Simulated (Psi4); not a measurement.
Noncovalent pair: H2S (SMILES S) (first 3 atoms) with CH3Cl (SMILES CCl); geometry from B3LYP-D3(BJ)/def2-TZVP.
(charge 0, multiplicity 1):
```xyz
8

S     -1.9933    -0.3872    -0.4380
H     -1.2636     0.6439    -0.8930
H     -0.9095    -1.0126     0.0551
C     -0.3934    -0.1545     3.0896
Cl     0.7680    -1.1864     2.1830
H     -0.7880    -0.7379     3.9157
H      0.1439     0.7151     3.4553
H     -1.1857     0.1361     2.4059
```

These are SAPT0/jun-cc-pV(D+d)Z (Psi4) values and carry that method's errors.

Q: Which attractive term is largest, and how does the interaction split up?

A: electrostatics -3.49, exchange 4.46, induction -0.88, dispersion -1.70, total -1.61 kcal/mol; the largest attraction is electrostatics.
